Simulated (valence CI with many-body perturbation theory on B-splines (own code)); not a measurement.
Level structure of Pm30+

Method: configuration interaction combined with many-body perturbation theory (CI+MBPT): three valence electrons over a frozen Dirac-Fock core [Ar] 3d10, a basis of 11 s, 11 p, 10 d, 8 f, 5 g, 2 h functions for each j, with the one-electron correlation potential Σ1, the two-electron term Σ2, the three-electron term Σ3, Breit, model QED; selected CI, second order for the rest, scaled by the run's own slope (own B-spline code, finite nucleus).

No measured spectrum was set against this ion. As an estimate, large intervals hold to a few tenths of a per cent, small ones and those within an open d or f shell to about a per cent.

Levels 1 to 45 of 178, with energies above the lowest level, (4s^2 4p1/2) J=1/2. "Leading %" is the weight of the configuration and term that name the level; weights of strongly mixed levels are sums over their largest components and can fall short, so below about 35 % the name and the second component can differ from the true leading terms, or belong to a minority configuration. In the jj column 3d3/2^4 stands for four electrons in 3d with j = 3/2. Lifetimes count E1, E2, E3, M1 and M2 decay at the calculated energies, and are blank where another channel may lead or the interval is too uncertain; long ones can be off by a factor of two.

| No. | Configuration | Term | J | E (eV) | Leading % | g | Lifetime | Leading jj |
| --- | --- | --- | --- | --- | --- | --- | --- | --- |
| 1 | 4s²4p | ²P° | 1/2 | 0.00 | 99 | 0.662 |  | 4s^2 4p1/2 (99 %) |
| 2 | 4s²4p | ²P° | 3/2 | 34.45 | 99 | 1.331 | 5.12 μs | 4s^2 4p3/2 (99 %) |
| 3 | 4s4p² | ⁴P | 1/2 | 65.20 | 69 | 2.354 | 97.0 ps | 4s 4p1/2^2 (92 %) |
| 4 | 4s4p² | ⁴P | 3/2 | 91.25 | 94 | 1.684 | 810 ps | 4s 4p1/2 4p3/2 (98 %) |
| 5 | 4s4p² | ⁴P | 5/2 | 97.04 | 50 | 1.399 | 165 ps | 4s 4p1/2 4p3/2 (95 %) |
| 6 | 4s4p² | ²D | 3/2 | 105.83 | 72 | 0.932 | 11.1 ps | 4s 4p1/2 4p3/2 (92 %) |
| 7 | 4s4p² | ²P | 1/2 | 109.09 | 71 | 1.172 | 4.65 ps | 4s 4p1/2 4p3/2 (90 %) |
| 8 | 4s4p² | ⁴P | 5/2 | 128.81 | 49 | 1.393 | 85.1 ps | 4s 4p3/2^2 (92 %) |
| 9 | 4s4p² | ²P | 3/2 | 142.98 | 62 | 1.162 | 3.41 ps | 4s 4p3/2^2 (66 %) |
| 10 | 4s4p² | ²S | 1/2 | 143.60 | 69 | 1.804 | 6.82 ps | 4s 4p3/2^2 (96 %) |
| 11 | 4s²4d | ²D | 3/2 | 152.56 | 70 | 0.880 | 2.33 ps | 4s^2 4d3/2 (70 %) |
| 12 | 4s²4d | ²D | 5/2 | 157.83 | 92 | 1.201 | 3.66 ps | 4s^2 4d5/2 (92 %) |
| 13 | 4p³ | ²P° | 3/2 | 173.07 | 42 | 1.338 | 8.57 ps | 4p1/2^2 4p3/2 (93 %) |
| 14 | 4s4p4d | ⁴F° | 3/2 | 199.68 | 49 | 0.869 | 13.7 ps | 4s 4p1/2 4d3/2 (66 %) |
| 15 | 4p³ | ²D° | 5/2 | 200.80 | 56 | 1.154 | 29.9 ps | 4p1/2 4p3/2^2 (56 %) |
| 16 | 4s4p4d | ⁴F° | 3/2 | 202.63 | 36 | 1.051 | 7.41 ps | 4p1/2 4p3/2^2 (56 %) |
| 17 | 4s4p4d | ⁴F° | 5/2 | 207.06 | 61 | 1.084 | 12.8 ps | 4s 4p1/2 4d3/2 (42 %) |
| 18 | 4p³ | ²P° | 1/2 | 212.08 | 92 | 0.660 | 5.60 ps | 4p1/2 4p3/2^2 (92 %) |
| 19 | 4s4p4d | ⁴D° | 3/2 | 214.45 | 49 | 1.341 | 2.59 ps | 4s 4p1/2 4d3/2 (68 %) |
| 20 | 4s4p4d | ⁴D° | 1/2 | 214.48 | 70 | 0.358 | 2.13 ps | 4s 4p1/2 4d3/2 (92 %) |
| 21 | 4s4p4d | ⁴P° | 5/2 | 214.98 | 50 | 1.436 | 4.51 ps | 4s 4p1/2 4d5/2 (90 %) |
| 22 | 4s4p4d | ⁴F° | 7/2 | 215.57 | 64 | 1.256 | 11.7 ps | 4s 4p1/2 4d5/2 (87 %) |
| 23 | 4s4p4d | ²F° | 5/2 | 224.71 | 72 | 0.955 | 5.44 ps | 4s 4p1/2 4d5/2 (71 %) |
| 24 | 4s4p4d | ²D° | 3/2 | 228.22 | 44 | 1.008 | 2.58 ps | 4s 4p1/2 4d5/2 (55 %) |
| 25 | 4p³ | ²P° | 3/2 | 238.07 | 34 | 1.291 | 5.47 ps | 4p3/2^3 (62 %) |
| 26 | 4s4p4d | ⁴F° | 9/2 | 240.66 | 100 | 1.331 | 6.81 μs | 4s 4p3/2 4d5/2 (100 %) |
| 27 | 4s4p4d | ⁴D° | 5/2 | 241.45 | 57 | 1.280 | 2.58 ps | 4s 4p3/2 4d3/2 (91 %) |
| 28 | 4s4p4d | ⁴P° | 1/2 | 241.51 | 88 | 2.359 | 3.16 ps | 4s 4p3/2 4d3/2 (98 %) |
| 29 | 4s4p4d | ⁴D° | 7/2 | 242.53 | 56 | 1.331 | 3.02 ps | 4s 4p3/2 4d3/2 (60 %) |
| 30 | 4s4p4d | ⁴P° | 3/2 | 242.54 | 50 | 1.456 | 3.04 ps | 4s 4p3/2 4d3/2 (75 %) |
| 31 | 4s4p4d | ²D° | 5/2 | 249.51 | 48 | 1.331 | 5.03 ps | 4s 4p3/2 4d5/2 (97 %) |
| 32 | 4s4p4d | ²D° | 3/2 | 250.14 | 64 | 0.980 | 2.40 ps | 4s 4p3/2 4d3/2 (52 %) |
| 33 | 4s4p4d | ²F° | 5/2 | 254.88 | 68 | 0.904 | 2.48 ps | 4s 4p3/2 4d3/2 (76 %) |
| 34 | 4s4p4d | ²F° | 7/2 | 256.08 | 95 | 1.150 | 4.80 ps | 4s 4p3/2 4d5/2 (75 %) |
| 35 | 4s4p4d | ²F° | 7/2 | 257.33 | 60 | 1.204 | 3.89 ps | 4s 4p3/2 4d5/2 (74 %) |
| 36 | 4s4p4d | ²P° | 1/2 | 258.98 | 79 | 0.603 | 1.94 ps | 4s 4p3/2 4d3/2 (79 %) |
| 37 | 4s4p4d | ²P° | 1/2 | 264.25 | 91 | 0.672 | 2.98 ps | 4s 4p3/2 4d5/2 (80 %) |
| 38 | 4s4p4d | ²P° | 3/2 | 267.00 | 84 | 1.311 | 2.54 ps | 4s 4p3/2 4d5/2 (93 %) |
| 39 | 4s4p4d | ²D° | 3/2 | 267.80 | 40 | 1.066 | 1.67 ps | 4s 4p3/2 4d3/2 (39 %) |
| 40 | 4s4p4d | ²D° | 5/2 | 267.90 | 75 | 1.145 | 1.85 ps | 4s 4p3/2 4d5/2 (80 %) |
| 41 | 4p²4d | ⁴F | 3/2 | 279.63 | 43 | 0.740 | 12.3 ps | 4p1/2^2 4d3/2 (96 %) |
| 42 | 4s²4f | ²F° | 5/2 | 282.11 | 77 | 0.861 | 2.13 ps | 4s^2 4f5/2 (77 %) |
| 43 | 4s²4f | ²F° | 7/2 | 282.64 | 82 | 1.144 | 2.57 ps | 4s^2 4f7/2 (82 %) |
| 44 | 4p²4d | ⁴F | 5/2 | 289.76 | 26 | 1.181 | 7.78 ps | 4p1/2^2 4d5/2 (89 %) |
| 45 | 4p²4d | ²F | 5/2 | 306.47 | 54 | 0.933 | 13.1 ps | 4p1/2 4p3/2 4d3/2 (91 %) |

Where two levels of one J and parity lie close, their mixing, g and order are uncertain.

The ionisation energy to 4s² ¹S0 of the next ion comes out as 1159.6 eV (NIST: 1158 ± 4 eV (theoretical)). All 178 levels together are meant to be complete up to 480.31 eV.
